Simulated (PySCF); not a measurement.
BeH₃N. Atoms are numbered in the order given.

```xyz
5

Be     0.0000     0.0000    -0.9552
H      0.0000     0.0000    -2.2883
N      0.0000     0.0000     0.5482
H      0.0000     0.8219     1.1359
H      0.0000    -0.8219     1.1359
```
Charge 0, spin multiplicity 1.

The structure is a stationary point at TPSSh-D3(BJ)/def2-TZVPD.

The numbers are results of TPSSh-D3(BJ)/def2-TZVPD run with PySCF, not measurements.

No scaling factor is applied to the harmonic values.

Computed vibrational spectrum:
| mode | ν (cm⁻¹) | IR (km/mol) | Raman (Å⁴/amu) | depolarisation | moving atoms (share of kinetic energy) |
|---|---|---|---|---|---|
| 1 | 419 | 149.9 | 3.3 | 0.75 | H 78 %, N 20 % |
| 2 | 433 | 64.3 | 0.0 | – | H 92 % |
| 3 | 561 | 125.5 | 1.7 | 0.75 | H 72 %, Be 26 % |
| 4 | 709 | 179.0 | 0.5 | 0.75 | H 62 %, Be 23 %, N 15 % |
| 5 | 1094 | 56.3 | 34.7 | 0.06 | Be 51 %, N 31 %, H 18 % |
| 6 | 1584 | 60.6 | 3.0 | 0.37 | H 89 %, N 10 % |
| 7 | 2156 | 182.4 | 108.2 | 0.05 | H 85 %, Be 15 % |
| 8 | 3560 | 23.4 | 126.2 | 0.07 | H 95 % |
| 9 | 3633 | 21.8 | 47.0 | 0.75 | H 92 %, N 8 % |
